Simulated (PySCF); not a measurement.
**M06-L on Sc²⁺ (scandium, charge +2)**

Configuration: [Ar] 3d1, 2D determinant. Computed with PySCF 2.14 in x2c-SVPall, with the spin-free X2C one-electron Hamiltonian (Gaussian nucleus).

- Total energy: -763.325 hartree
- One-electron energy: -1033.242 hartree
- Hartree (Coulomb) energy: 308.810 hartree
- Exchange-correlation energy: -38.893 hartree
- ⟨S²⟩: 0.7503
- ⟨L²⟩: 6.006
- Sum of ⟨r⟩: 13.37 bohr
- Sum of ⟨r²⟩: 16.24 bohr²
- Traceless quadrupole moment −½Σ⟨3z² − r²⟩ along its main axis: 0.838 e·bohr²
- Langevin diamagnetic susceptibility: -12.9 ×10⁻⁶ cm³/mol
- Time after the integrals: 0.68 s of wall time on 1 thread of Intel(R) Xeon(R) Platinum 8375C CPU @ 2.90GHz (shared host)

```
shell  electrons  mean orbital energy (eV)  spread (eV)  rms radius, mean of both spins (bohr)
 1s α          1                   -4427.3            0                                 0.0845
 1s β          1                   -4427.3            0                                 0.0845
 2s α          1                   -498.08            0                                  0.371
 2s β          1                   -497.74            0                                  0.371
 2p α          3                   -408.68        0.241                                  0.341
 2p β          3                   -408.42        0.543                                  0.341
 3s α          1                   -72.966            0                                   1.15
 3s β          1                   -72.127            0                                   1.15
 3p α          3                   -50.292        0.633                                   1.26
 3p β          3                   -49.382        1.283                                   1.26
 3d α          1                   -18.358            0                                   1.75
```

Densities and radii are taken from the X2C orbitals without a picture-change correction, which distorts them close to the nucleus.
